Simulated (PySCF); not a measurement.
Core-level binding energies of `CC(C)OCB(F)F`

Species: C4H9BF2O.
Bonds: C1–C2, C2–C3, C2–O4, O4–C5, C5–B6, B6–F7, B6–F8. Hydrogens: H9, H10, H11 on C1; H12 on C2; H13, H14, H15 on C3; H16, H17 on C5.

The calculation used PySCF, delta-SCF UKS SCAN, pcX-2 on the ionised atom, pcseg-1 elsewhere, spin-free X2C. Vertical ΔSCF values, vacuum level as zero.

Q: Give the core binding energies atom by atom.

A: 
```
atom(s)     bonded to  level  binding energy (eV)  above the level's lowest (eV)  count
  F7/F8             B   F 1s               693.59                           0.00      2
     O4           2 C   O 1s               538.28                           0.00      1
     C5  O, 2 H and B   C 1s               292.14                          +1.48      1
     C2  O, 2 C and H   C 1s               292.11                          +1.45      1
  C1/C3     C and 3 H   C 1s               290.66                           0.00      2
     B6     2 F and C   B 1s               199.50                           0.00      1
```

The listed C 1s values span 1.48 eV, from C1/C3 (bonded to C and 3 H) to C5 (bonded to O, 2 H and B). The widest gap between neighbouring values is 1.45 eV, between 290.66 and 292.11 eV. The values 292.11 and 292.14 eV lie too close for their order to be trusted.

Q: Express the binding energy of C 1s of C1/C3 in atomic units and per mole.

A: 290.66 eV = 10.6816 Eh = 28044 kJ/mol.

Q: Which photon energy gives electrons from C 1s of C1/C3 a kinetic energy of 150 eV, and what is their de Broglie wavelength?

A: hν = 290.66 + 150 = 440.66 eV, recoil neglected; λ = 12.264 Å/√(E/eV) = 1.00 Å.

Topologically equivalent atoms share the value of their first member; where this conformer doesn't relate them by symmetry, their own values could differ. Spin contamination (⟨S²⟩ against 0.75 for a pure doublet) is marked for B 1s of B6 (0.90), which makes this value less certain. Isolated species at its PBE0-D3(BJ)/def2-SVP geometry (one conformer only).

Conformer computed: `[CH3:1][CH:2]([CH3:3])[O:4][CH2:5][B:6]([F:7])[F:8]`: C1–C2–O4–C5 81°, C2–O4–C5–B6 71°, O4–C5–B6–F7 3°.
